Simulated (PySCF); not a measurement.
## Field gradients at the hydrogen positions

CH10SSi3.
Numbering: `[SiH3:1][CH2:2][SiH2:3][S:4][SiH3:5]` (hydrogens: H6, H7, H8 on Si1; H9, H10 on C2; H11, H12 on Si3; H13, H14, H15 on Si5)

Structure used (GFN2-xTB), in Å, numbered top down from 1:
```xyz
15
CH10SSi3 angstrom
Si    -2.6037    0.1953   -0.5386
C     -1.5979   -0.2065    1.0302
Si     0.2182   -0.6341    0.7468
S      1.1448    1.1346   -0.0641
Si     3.1611    0.5205   -0.4201
H     -2.0608    1.3715   -1.2099
H     -3.9928    0.4462   -0.1388
H     -2.5678   -0.9680   -1.4302
H     -1.6556    0.6475    1.7055
H     -2.0647   -1.0427    1.5502
H      0.9248   -0.9633    1.9858
H      0.4033   -1.7175   -0.2178
H      3.7776    0.1677    0.8531
H      3.7633    1.6924   -1.0295
H      3.1458   -0.6356   -1.3087
```

Level: PBE0/pcSseg-1 (PySCF, non-relativistic); Q(2H) = 0.00286 b; rigid geometry, the same for H and D, with no vibrational averaging.

**Question.** Rank these positions by the coupling χzz of a deuteron there, largest first.
A. H9 (methylene hydrogen)
B. H8 (Si–H hydrogen)
C. H14 (Si–H hydrogen)

**Answer.** A (214 kHz), C (114 kHz), B (108 kHz).

**Question.** What are Vzz, η and χzz (234.96 MHz × Q × Vzz) at all hydrogens?

**Answer.** 
```json
{"atom": "H6", "bonded to": "Si1", "bond length (Å)": "1.459", "Vzz (au)": "0.1648", "η": "0.01", "χzz (kHz)": "111"}
{"atom": "H7", "bonded to": "Si1", "bond length (Å)": "1.467", "Vzz (au)": "0.1602", "η": "0.01", "χzz (kHz)": "108"}
{"atom": "H8", "bonded to": "Si1", "bond length (Å)": "1.466", "Vzz (au)": "0.1607", "η": "0.02", "χzz (kHz)": "108"}
{"atom": "H9", "bonded to": "C2", "bond length (Å)": "1.090", "Vzz (au)": "0.3181", "η": "0.00", "χzz (kHz)": "214"}
{"atom": "H10", "bonded to": "C2", "bond length (Å)": "1.090", "Vzz (au)": "0.3209", "η": "0.01", "χzz (kHz)": "216"}
{"atom": "H11", "bonded to": "Si3", "bond length (Å)": "1.464", "Vzz (au)": "0.1608", "η": "0.02", "χzz (kHz)": "108"}
{"atom": "H12", "bonded to": "Si3", "bond length (Å)": "1.462", "Vzz (au)": "0.1620", "η": "0.02", "χzz (kHz)": "109"}
{"atom": "H13", "bonded to": "Si5", "bond length (Å)": "1.458", "Vzz (au)": "0.1650", "η": "0.02", "χzz (kHz)": "111"}
{"atom": "H14", "bonded to": "Si5", "bond length (Å)": "1.452", "Vzz (au)": "0.1699", "η": "0.02", "χzz (kHz)": "114"}
{"atom": "H15", "bonded to": "Si5", "bond length (Å)": "1.458", "Vzz (au)": "0.1648", "η": "0.02", "χzz (kHz)": "111"}
```

**Question.** Average by the element that carries the hydrogen.

**Answer.** on Si: 110 kHz over 8 positions, mean bond length 1.461 Å; on C: 215 kHz over 2 positions, mean bond length 1.090 Å.

**Question.** How does χzz go with the bond length over the 8 Si–H bonds?

**Answer.** A straight-line fit has a slope of -4.2 kHz for each 0.01 Å, with a correlation coefficient of -0.98, over lengths from 1.452 to 1.467 Å. The longer bonds have the smaller couplings here.

**Question.** Give the 2H NMR doublet splittings at H11 for a magnetic field along the z, y and x axes of the gradient: 3χ/2, 3χ(1 + η)/4, 3χ(1 − η)/4.

**Answer.** With |χ| = 108.1 kHz and η = 0.021: 162, 83 and 79 kHz, to first order and without motion.

One conformer (not necessarily the lowest) at the GFN2-xTB geometry, without solvent, vibrations or thermal averaging. GFN2-xTB bond lengths can be off by several hundredths of an ångström, more for odd bonds, and the gradients follow them. The basis is small and wasn't made for field gradients, so the couplings can be 20 % off.

These values come from a run that also computed NMR shieldings. Time: 31 s; peak memory 0.74 GiB. Hardware: an Arm Neoverse N1 with one thread, shared host.
